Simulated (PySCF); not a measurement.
System: H6OSi2, singlet: bend at the central O, local threefold symmetry of each SiH3 group. Scanned: Si-O-Si angle. Other coordinates (O-Si length, H-Si-O angle, Si-H length) were minimised at B3LYP/def2-TZVP.

The free coordinates were minimised at B3LYP/def2-TZVP in PySCF; the energy column is M06-2X/def2-TZVP in PySCF, in mEh.

```csv
a / °,O-Si length / Å,H-Si-O angle / °,Si-H length / Å,E
180,1.629,109.6,1.481,0.2
172.50,1.630,109.7,1.481,0.2
165,1.631,109.6,1.481,0.1
157.50,1.634,109.6,1.481,0.0
150,1.637,109.6,1.481,0.0
142.50,1.642,109.6,1.481,0.1
135,1.648,109.5,1.481,0.6
127.50,1.654,109.5,1.481,1.6
120,1.662,109.4,1.481,3.8
112.50,1.673,109.5,1.480,7.7
105,1.687,109.6,1.480,14.6
97.50,1.708,109.8,1.479,26.1
90,1.739,110.3,1.477,44.8
```
